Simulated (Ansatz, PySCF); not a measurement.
Reaction 4 R1 + R2 → P1 + P2 + P3 + 2 P4, each structure at its B3LYP-D3(BJ)/def2-TZVP stationary point, reached from a drawn start (curvature not checked).
P1, CH4 (SMILES C) (charge 0, multiplicity 1, Z-matrix in Å and degrees):
```
C
H 1 1.0893
H 1 1.0893 2 109.47
H 1 1.0893 2 109.47 3 -120.00
H 1 1.0893 2 109.47 3 120.00
```
R1: H2 (SMILES [H][H]), charge 0, multiplicity 1.
P2: H2O (SMILES O), charge 0, multiplicity 1.
P3, HF (SMILES F) (charge 0, multiplicity 1):
```tsv
atom	x (Å)	y (Å)	z (Å)
F	0.0000	0.0000	0.4622
H	0.0000	0.0000	-0.4622
```
P4: SiH4 (SMILES [SiH4]), charge 0, multiplicity 1.
R2, CH7FOSi2 (SMILES C[SiH](F)O[SiH3]) (charge 0, multiplicity 1):
```xyz
12

Si     0.5822    -0.7422     0.0459
O     -0.6628     0.2993    -0.0410
Si    -2.2631     0.5477    -0.3090
F      0.7163    -1.4902    -1.3688
C      2.1477     0.1769     0.3915
H      0.2817    -1.7905     1.0412
H     -3.0488    -0.6038     0.1924
H     -2.5086     0.7179    -1.7576
H     -2.6652     1.7745     0.4113
H      2.0829     0.6968     1.3495
H      2.3390     0.9190    -0.3861
H      2.9989    -0.5057     0.4308
```

P less R. No zero-point or thermal terms. One arrangement of each flexible species, with no search for the lowest.

Cores are frozen in the correlated methods.

Codes used: Ansatz (an electronic-structure program) with Gaussian orbitals; PySCF for the D3/D4 terms. No computed number here is a measurement.

**Question.** One of these levels gives 46.23 kcal/mol for the reaction energy. Which?
A. CCSD/cc-pV(D+d)Z
B. r2SCAN-D3(BJ)/def2-TZVPP
C. BLYP/def2-TZVPP

**Answer.** A, CCSD/cc-pV(D+d)Z. The others give 58.48 (BLYP/def2-TZVPP), 67.32 (r2SCAN-D3(BJ)/def2-TZVPP)
